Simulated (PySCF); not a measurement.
Excitation energy of Nb by level of theory

Nb [Kr] 4d4 5s1 (6D) → Nb [Kr] 4d3 5s2 (4F), as a difference of total energies. Calculation: PySCF 2.14, in aug-cc-pwCVTZ-DK; scalar relativity by spin-free X2C-1e. Correlated levels: valence: [Kr] frozen; valence and next inner shell: [Ar] 3d10 frozen. The calculations carry no spin-orbit coupling.

| method | excitation energy (cm⁻¹) | error (cm⁻¹) |
| --- | --- | --- |
| UHF | 5780.3 | +4294 |
| LDA | 6273.8 | +4788 |
| PBE | 7087.5 | +5601 |
| PBE0 | 6738.5 | +5252 |
| r2SCAN | 8189.3 | +6703 |
| M06-L | 296.03 | -1190 |
| B97-3 | 1137.0 | -349 |
| TPSS | 6553.5 | +5067 |
| MP2 (valence) | 2661.0 | +1175 |
| SCS-MP2 (valence) | -2838.4 | -4325 |
| MP2 (valence and next inner shell) | 3891.3 | +2405 |
| SCS-MP2 (valence and next inner shell) | -857.37 | -2344 |

Reference: 1486.2 cm⁻¹ (measured; NIST levels, between the centres of gravity of the two terms).
